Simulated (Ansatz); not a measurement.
`C=C[SiH2]N[SiH2]O`, 15 atoms. Total charge 0; spin multiplicity 1. Hardware: A = 2 threads of an AMD EPYC 7R13 on a shared host; B = 2 threads of an AMD EPYC 7R13 on a shared host and a share of an NVIDIA H100 80 GB. Correlated methods freeze the cores. Open-shell runs search over several starts.

How many basis functions does each run have, and how long does it take in Ansatz? UKS ωB97M-V/def2-TZVPP energy of the cation [B]; RKS revPBE-D4/def2-TZVPP energy [B]; UHF-CCSD(T)/def2-TZVPP energy of the cation [B]; RKS PBE0-D4/def2-SVP energy [A]; RKS PBE0-D4/def2-TZVP frequencies [B]; direct RPA on PBE orbitals/def2-TZVPP energy [B]; UKS B3LYP-D4/def2-TZVPP energy of the cation [B]; RKS ωB97M-V/def2-QZVPP energy [B]; RHF-CCSD(T)/def2-TZVPP energy [B]; UKS B2PLYP (frozen core)/def2-TZVPP energy of the cation [B]; RKS ωB97M-V/def2-SVP energy [A]; RKS PBE0-D4/def2-TZVP relaxation (20 steps) [B]. (An estimate is asked.)

The calculation gave: Other jobs shared the machine, so times are rough.

| level | job | functions | wall time | peak host memory (GiB) |
| --- | --- | --- | --- | --- |
| RKS PBE0-D4/def2-SVP | energy [A] | 137 | 2.9 s | 0.56 |
| RKS revPBE-D4/def2-TZVPP | energy [B] | 334 | 3.2 s | 0.85 |
| RHF-CCSD(T)/def2-TZVPP | energy [B] | 334 | 8.5 s | 0.84 |
| RKS ωB97M-V/def2-SVP | energy [A] | 137 | 11 s | 0.56 |
| UKS B3LYP-D4/def2-TZVPP | energy of the cation [B] | 334 | 17 s | 0.98 |
| direct RPA on PBE orbitals/def2-TZVPP | energy [B] | 334 | 20 s | 1.5 |
| UKS B2PLYP (frozen core)/def2-TZVPP | energy of the cation [B] | 334 | 22 s | 1.5 |
| RKS ωB97M-V/def2-QZVPP | energy [B] | 638 | 23 s | 1.3 |
| UKS ωB97M-V/def2-TZVPP | energy of the cation [B] | 334 | 23 s | 1.2 |
| RKS PBE0-D4/def2-TZVP | relaxation (20 steps) [B] | 252 | 39 s | 0.89 |
| UHF-CCSD(T)/def2-TZVPP | energy of the cation [B] | 334 | 46 s | 1.4 |
| RKS PBE0-D4/def2-TZVP | frequencies [B] | 252 | 3 min | 0.88 |

B3LYP here is the variant with VWN-RPA as its local correlation; programs differ in this.
